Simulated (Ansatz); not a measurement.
Pulling on the P1–P2 bond in H4P2 (SMILES PP) (multiplicity 1 held, fragments rigid). Energies count from the point at 2.250 Å.
Geometry at that point (charge 0, multiplicity 1):
```xyz
6

P     -0.98931    -0.53589     0.00726
P      0.98931     0.53589    -0.00726
H     -1.52763     0.25159    -1.04540
H     -1.54505     0.31148     1.00281
H      1.54505    -0.31148    -1.00281
H      1.52763    -0.25159     1.04540
```

R- and RO- levels are restricted; in cc, def2 and unpolarised 6-31G sets they are followed outwards from rest. Unrestricted levels (U-) break spin symmetry where that is lower. Levels need not reach the same state.

Cores are frozen in the correlated methods.

Codes used: Ansatz (Gaussian basis) for Hartree–Fock, density functionals and correlated methods. 

Energies in kcal/mol.

| R (Å) | R-HF/cc-pV(T+d)Z | U-HF/cc-pV(T+d)Z | R-PBE/cc-pV(T+d)Z | R-MP2/cc-pV(T+d)Z | U-CCSD/cc-pV(T+d)Z |
|---|---|---|---|---|---|
| 1.800 | 55.4 | 55.4 | 50.7 | 51.5 | 53.2 |
| 2.025 | 9.3 | 9.3 | 8.8 | 8.2 | 8.9 |
| 2.250 | 0.0 | 0.0 | 0.0 | 0.0 | 0.0 |
| 2.475 | 6.5 | 6.5 | 4.9 | 6.5 | 5.8 |
| 2.700 | 19.1 | 18.3 | 14.7 | 18.5 | 17.6 |
| 3.038 | 40.7 | 27.4 | 31.1 | 37.9 | 36.7 |
| 3.375 | 60.7 | 30.5 | 45.3 | 54.6 | 47.5 |
| 3.938 | 87.2 | 31.9 | 62.1 | 72.6 | 52.9 |
| 4.501 | 106.0 | 32.3 | 71.9 | 79.5 | 54.1 |
| 5.176 | 121.1 | 32.4 | 78.0 | 76.6 | 54.5 |
| 6.076 | 132.8 | 32.5 | 81.4 | 62.5 | 54.7 |
| 7.201 | 140.1 | 32.5 | 82.6 | 40.5 | 54.7 |

Doubts at one or more of the structures used: a restricted determinant that unrestricted orbitals would lower (R-HF/cc-pV(T+d)Z, R-PBE/cc-pV(T+d)Z, R-MP2/cc-pV(T+d)Z); a spin-contaminated determinant (U-HF/cc-pV(T+d)Z, U-CCSD/cc-pV(T+d)Z); T1 above 0.05 (U-CCSD/cc-pV(T+d)Z).

Ansatz is a quantum-chemistry and plane-wave program.
